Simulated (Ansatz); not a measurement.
Consider the ligand exchange at the Si–S bond: `C=CS[SiH2]N` + `N[SiH](O)F` → `N[SiH2]O[SiH](N)F` + `C=CS`.

Program: Ansatz. Geometries: PBE0-D4/def2-TZVP. ΔE: electronic, gas phase. CCSD(T)/CBS adds triple-zeta CCSD(T) − MP2 to the extrapolated MP2 energy (def2 sets, frozen cores). This one scheme is used for every species. Functionals use def2-TZVPP. One conformer a species, not always the lowest.

`C=CS[SiH2]N`:

Cartesian coordinates in Å:
```
C 2.167 -0.107 -1.418
C 0.907 -0.374 -1.099
S -0.393 0.806 -1.206
Si -1.624 0.118 0.411
N -1.076 0.365 2.013
H 2.915 -0.891 -1.395
H 2.484 0.884 -1.721
H 0.612 -1.377 -0.803
H -1.776 -1.349 0.247
H -2.884 0.870 0.210
H -0.371 -0.247 2.394
H -0.963 1.302 2.367
```

`N[SiH](O)F`:

```xyz
8

N    -0.495   -0.847   -0.666
Si    0.097    0.583    0.033
O     0.523    0.332    1.585
F     1.340    0.987   -0.884
H    -0.424   -0.999   -1.659
H    -1.271   -1.348   -0.266
H    -0.797    1.754    0.081
H     1.028   -0.462    1.775
```

`N[SiH2]O[SiH](N)F`:

Z-matrix (Å, degrees):
```
Si
O 1 1.636
N 1 1.718 2 112.0
H 1 1.482 2 105.9 3 121.3
H 1 1.483 2 109.1 3 -118.1
Si 2 1.622 1 142.5 3 21.5
H 3 1.007 1 121.2 2 92.5
H 3 1.007 1 119.7 2 -120.8
N 6 1.693 2 108.5 1 6.4
F 6 1.599 2 106.7 1 -116.3
H 6 1.474 2 111.6 1 129.7
H 9 1.009 6 118.5 2 -30.6
H 9 1.006 6 122.7 2 177.9
```

`C=CS`:

```xyz
7

C     1.128    0.169   -0.036
C    -0.182    0.131    0.168
S    -1.272   -0.911   -0.722
H     1.618   -0.454   -0.776
H     1.750    0.838    0.545
H    -0.648    0.764    0.914
H    -2.394   -0.538   -0.093
```

| level | ΔE (kJ/mol) |
| --- | --- |
| ωB97X-V | -60.3 |
| HF/def2-TZVPP | -76.7 |
| SCS-MP2/def2-QZVPP | -60.9 |
| CCSD/CBS(def2) | -62.1 |

**Question.** What does CCSD(T)/CBS give? (Best estimate.)

**Answer.** Computed: -58.4 kJ/mol. The listed levels differ from it by -1.9, -18.3, -2.5, -3.7 kJ/mol.

Largest T1 diagnostic among the species: 0.012.

In def2-TZVPP, CCSD(T) changes the Hartree–Fock value by +16.4 kJ/mol (the triples alone add +3.7 kJ/mol) and MP2 by +20.8 kJ/mol. From PBE to PBE0 (25 % exact exchange), in def2-TZVPP and without D4, ΔE moves by −5.6 kJ/mol.
